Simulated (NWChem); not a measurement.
## What each level costs for diboron tetrachloride (B$_{2}$Cl$_{4}$)

```xyz
6

Cl    -1.0992    -1.0453     1.7415
B      0.0000     0.0000     0.8491
Cl     1.0992     1.0453     1.7415
B      0.0000     0.0000    -0.8491
Cl    -1.0992     1.0453    -1.7415
Cl     1.0992    -1.0453    -1.7415
```
Charge 0, spin multiplicity 1.

Everything below was run with NWChem. All single points use one geometry, from PBE/def2-SVP, a minimum by its harmonic frequencies. It is one conformer; others weren't searched.

Basis set: 6-31G* (100 functions). Each entry is one whole single-point run; the coupled-cluster runs use the TCE module, and the SCF and DFT modules converge to different thresholds.

The correlated methods keep 22 core orbitals frozen. B3LYP has NWChem's definition, with VWN1-RPA local correlation. The Pople sets run with spherical d functions.

Q: Roughly how much processor time does each of these take, relative to RHF: MP2, B2PLYP, PBE, B3LYP, BP86, CR-CCSD(T)?

A: PBE about the same, within a factor of 3; BP86 about the same, within a factor of 3; B3LYP about the same, within a factor of 3; MP2 about 5; B2PLYP about 5; CR-CCSD(T) about 30 (rough ratios from shared machines).
